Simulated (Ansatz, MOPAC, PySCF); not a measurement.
Torsion H4–O1–Se2–Br3 in BrHOSe (SMILES O[Se]Br); at each angle all else is relaxed with GFN2-xTB, and the levels are single points there.
Geometry at 270° (charge 0, multiplicity 1):
```csv
atom,x (Å),y (Å),z (Å)
O,-1.0815,0.1344,0.3629
Se,0.3331,1.0498,-0.2201
Br,1.9963,0.0493,0.9984
H,-1.2530,-0.6508,-0.1687
```

On the grid 0° to 330°, 180° is the highest and 270° the lowest point at wB97M-V/def2-TZVPP.

The state that AM1 reach isn't checked.

Codes used: Ansatz (Gaussian basis) for Hartree–Fock, density functionals and correlated methods; MOPAC for AM1 (differences of heats of formation); PySCF for the dispersion terms. Values without a source in brackets are computed.

Task: One of these levels gives 30.4 kJ/mol for the energy at 180° less that at 270°. Which?
A. SVWN5/def2-TZVPP
B. HF/cc-pVQZ
C. B3LYP-D4/def2-TZVPP
D. AM1

Result: B, HF/cc-pVQZ. The others give 9.4 (AM1), 37.4 (SVWN5/def2-TZVPP), 33.9 (B3LYP-D4/def2-TZVPP)

Ansatz is a first-principles code.
